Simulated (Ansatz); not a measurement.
Species: C3H4O, SMILES `C#COC` (charge 0, multiplicity 1).

Give a relaxed geometry from PBE-D3(BJ)/def2-TZVP run with Ansatz (a quantum-chemistry and plane-wave program).

the end point of this relaxation (outside a Z-matrix the atoms follow the SMILES, hydrogens last).
Cartesian coordinates (Å) in one orientation:
```xyz
8

C      2.071    -0.380     0.047
C      0.896    -0.508    -0.221
O     -0.355    -0.681    -0.532
C     -1.260     0.292     0.054
H      3.110    -0.279     0.275
H     -2.260     0.017    -0.297
H     -1.207     0.238     1.151
H     -0.995     1.302    -0.289
```
